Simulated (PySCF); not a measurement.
Species: C2H8Si2.
Bonds: C1–Si2, Si2–C3, C3–Si4, C1–Si4. Hydrogens: H5, H6 on C1; H7, H8 on Si2; H9, H10 on C3; H11, H12 on Si4.

The same species was optimised twice, with GFN2-xTB and with PBE0-D3(BJ)/def2-SVP (PySCF), and the same property calculations (PySCF, gas phase) were run on both structures.

```
    coordinate  GFN2-xTB  PBE0-D3(BJ)/def2-SVP  change
    Si2–H8 (Å)     1.465                 1.496  +0.031
   Si4–H12 (Å)     1.465                 1.496  +0.031
   Si4–H11 (Å)     1.465                 1.496  +0.031
    Si2–H7 (Å)     1.466                 1.496  +0.030
     C1–H5 (Å)     1.087                 1.101  +0.014
     C3–H9 (Å)     1.087                 1.101  +0.014
    C3–H10 (Å)     1.087                 1.101  +0.014
     C1–H6 (Å)     1.087                 1.100  +0.013
    C1–Si2 (Å)     1.919                 1.906  -0.013
    Si2–C3 (Å)     1.919                 1.906  -0.013
    C1–Si4 (Å)     1.919                 1.906  -0.013
    C3–Si4 (Å)     1.919                 1.906  -0.013
Si2–C3–Si4 (°)      92.4                  87.9    -4.5
 C1–Si2–C3 (°)      87.6                  92.1    +4.5
Si2–C1–Si4 (°)      92.4                  87.9    -4.5
 C1–Si4–C3 (°)      87.6                  92.1    +4.5
  H5–C1–H6 (°)     106.3                 108.1    +1.8
 H9–C3–H10 (°)     106.4                 108.1    +1.7
 Si2–C1–H6 (°)     114.4                 115.4    +1.0
 C3–Si2–H8 (°)     114.5                 113.7    -0.8
```

Rotational constants: A = 7545, B = 3710, C = 2724 MHz (GFN2-xTB) against A = 7142, B = 3992, C = 2823 MHz (PBE0-D3(BJ)/def2-SVP). Atoms that the bonding makes alike are paired by their places after alignment.

On the GFN2-xTB structure: C1s of C1 (eV) 289.34 [delta-SCF UKS SCAN, pcX-2 on the ionised atom, pcseg-1 elsewhere, spin-free X2C]; Si1s of Si2 (eV) 1846.15 [delta-SCF UKS SCAN, pcX-2 on the ionised atom, pcseg-1 elsewhere, spin-free X2C]; Si2p of Si2 (eV) 106.60 [delta-SCF UKS SCAN, pcX-2 on the ionised atom, pcseg-1 elsewhere, spin-free X2C].

Q: What do these properties become on the PBE0-D3(BJ)/def2-SVP structure?

A: 
```
        property                                                                            level  on GFN2-xTB  on PBE0-D3(BJ)/def2-SVP  change
  C1s of C1 (eV)  delta-SCF UKS SCAN, pcX-2 on the ionised atom, pcseg-1 elsewhere, spin-free X2C       289.34                   289.52   +0.18
Si1s of Si2 (eV)  delta-SCF UKS SCAN, pcX-2 on the ionised atom, pcseg-1 elsewhere, spin-free X2C      1846.15                  1846.29   +0.14
Si2p of Si2 (eV)  delta-SCF UKS SCAN, pcX-2 on the ionised atom, pcseg-1 elsewhere, spin-free X2C       106.60                   106.69   +0.09
```

The heavy atoms differ by 0.054 Å rms after alignment. Among all bonds Si2–H7, Si2–H8, Si4–H11 and Si4–H12 change most and about equally (+0.030 to +0.031 Å). Changes are differences of the printed values. Neither structure is proved a minimum here.
